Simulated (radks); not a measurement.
The numbers below are computed, except where a source is named.
Q: Ar, configuration [Ne] 3s2 3p5 3d1 (not the ground configuration). Code: a radial shooting solver on a logarithmic mesh with Libxc functionals. Model: scalar-relativistic Kohn-Sham, exchange-only PBE, spin-polarised, spherical densities, finite nucleus; open shells are filled with parallel spins first; Fermi nuclear charge, rms radius 3.4274 fm. Some entries of the table are withheld. Estimate them.

| orbital | occ. | eigenvalue (eV) | <r^2> (bohr^2) |
|---|---|---|---|
| 1s up | 1 | -3129.696 | 0.009888 |
| 1s down | 1 | -3129.490 | 0.009887 |
| 2s up | 1 | -305.0188 | 0.2037 |
| 2s down | 1 | -304.8117 | 0.2035 |
| 2p up | 3 | -238.1129 | 0.1764 |
| 2p down | 3 | -237.8270 | 0.1762 |
| 3s up | 1 | -31.5561 | 2.179 |
| 3s down | 1 | -30.1350 | 2.196 |
| 3p up | 3 | -17.0486 | 2.926 |
| 3p down | 2 | -15.7066 | 2.987 |
| 3d up | 1 | (1) | 85.57 |

A: 
(1) 3d up eigenvalue (eV): -0.5450
